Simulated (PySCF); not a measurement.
H4O3STi, SMILES [OH][Ti]([OH])([OH])[SH], multiplicity 1.

Coordinates come from a B3LYP-D3(BJ)/def2-SVP optimisation. The spin state was assumed, not searched. The structure was generated by enumeration; whether it is a known compound was not checked. Other conformers were not sampled.

Level of theory: PBE/def2-TZVP run with PySCF.

Gas-phase values at a fixed geometry.

| Property | Result |
|---|---|
| total energy | -1475.45473 hartree |
| highest occupied level | -6.02 eV |
| lowest empty level | -2.76 eV |
| orbital gap | 3.26 eV |
| dipole moment | 0.380 e·Å |
| quadrupole, principal values (traceless, Buckingham form, about the centre of nuclear charge) | -15.03, 5.14, 9.90 D·Å |
| mean static polarisability | 69.4 bohr³ (10.28 Å³) |
| polarisability, principal values | 61.9, 64.7, 81.5 bohr³ |
